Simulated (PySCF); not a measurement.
FH₅OSi₃, SMILES F[SiH]1[SiH2]O[SiH2]1.

Geometry optimised at PBE-D3(BJ)/def2-SVP. This is a generated structure with no PubChem entry under its InChIKey; it may be hypothetical.

All values below come from PBE-D3(BJ)/def2-SVP run with PySCF.

Frequencies are harmonic and unscaled.

```json
[
 {"mode": "1", "ν (cm⁻¹)": "71", "IR (km/mol)": "3.8", "moving atoms (share of kinetic energy)": "O 49 %, F 19 %, Si 16 %, H 15 %"},
 {"mode": "2", "ν (cm⁻¹)": "159", "IR (km/mol)": "4.5", "moving atoms (share of kinetic energy)": "F 49 %, Si 38 %, H 13 %"},
 {"mode": "3", "ν (cm⁻¹)": "165", "IR (km/mol)": "5.2", "moving atoms (share of kinetic energy)": "Si 35 %, F 30 %, H 29 %"},
 {"mode": "4", "ν (cm⁻¹)": "314", "IR (km/mol)": "4.5", "moving atoms (share of kinetic energy)": "Si 60 %, O 25 %"},
 {"mode": "5", "ν (cm⁻¹)": "370", "IR (km/mol)": "1.5", "moving atoms (share of kinetic energy)": "H 58 %, Si 41 %"},
 {"mode": "6", "ν (cm⁻¹)": "405", "IR (km/mol)": "8.6", "moving atoms (share of kinetic energy)": "Si 69 %, H 20 %"},
 {"mode": "7", "ν (cm⁻¹)": "421", "IR (km/mol)": "7.1", "moving atoms (share of kinetic energy)": "Si 58 %, H 39 %"},
 {"mode": "8", "ν (cm⁻¹)": "492", "IR (km/mol)": "17.6", "moving atoms (share of kinetic energy)": "H 62 %, Si 34 %"},
 {"mode": "9", "ν (cm⁻¹)": "584", "IR (km/mol)": "16.3", "moving atoms (share of kinetic energy)": "H 80 %, Si 16 %"},
 {"mode": "10", "ν (cm⁻¹)": "664", "IR (km/mol)": "9.9", "moving atoms (share of kinetic energy)": "H 50 %, O 28 %, Si 21 %"},
 {"mode": "11", "ν (cm⁻¹)": "670", "IR (km/mol)": "0.0", "moving atoms (share of kinetic energy)": "H 93 %"},
 {"mode": "12", "ν (cm⁻¹)": "679", "IR (km/mol)": "20.8", "moving atoms (share of kinetic energy)": "H 61 %, O 26 %, Si 13 %"},
 {"mode": "13", "ν (cm⁻¹)": "720", "IR (km/mol)": "39.4", "moving atoms (share of kinetic energy)": "H 75 %, Si 20 %"},
 {"mode": "14", "ν (cm⁻¹)": "773", "IR (km/mol)": "44.6", "moving atoms (share of kinetic energy)": "H 84 %, F 12 %"},
 {"mode": "15", "ν (cm⁻¹)": "840", "IR (km/mol)": "359.2", "moving atoms (share of kinetic energy)": "H 43 %, Si 27 %, F 22 %"},
 {"mode": "16", "ν (cm⁻¹)": "881", "IR (km/mol)": "319.7", "moving atoms (share of kinetic energy)": "O 55 %, H 26 %, Si 19 %"},
 {"mode": "17", "ν (cm⁻¹)": "882", "IR (km/mol)": "22.0", "moving atoms (share of kinetic energy)": "Si 37 %, H 34 %, F 26 %"},
 {"mode": "18", "ν (cm⁻¹)": "909", "IR (km/mol)": "72.5", "moving atoms (share of kinetic energy)": "H 90 %, O 9 %"},
 {"mode": "19", "ν (cm⁻¹)": "938", "IR (km/mol)": "4.6", "moving atoms (share of kinetic energy)": "H 89 %, Si 9 %"},
 {"mode": "20", "ν (cm⁻¹)": "2139", "IR (km/mol)": "90.9", "moving atoms (share of kinetic energy)": "H 97 %"},
 {"mode": "21", "ν (cm⁻¹)": "2149", "IR (km/mol)": "199.6", "moving atoms (share of kinetic energy)": "H 98 %"},
 {"mode": "22", "ν (cm⁻¹)": "2158", "IR (km/mol)": "20.2", "moving atoms (share of kinetic energy)": "H 98 %"},
 {"mode": "23", "ν (cm⁻¹)": "2164", "IR (km/mol)": "6.0", "moving atoms (share of kinetic energy)": "H 96 %"},
 {"mode": "24", "ν (cm⁻¹)": "2166", "IR (km/mol)": "239.4", "moving atoms (share of kinetic energy)": "H 96 %"}
]
```
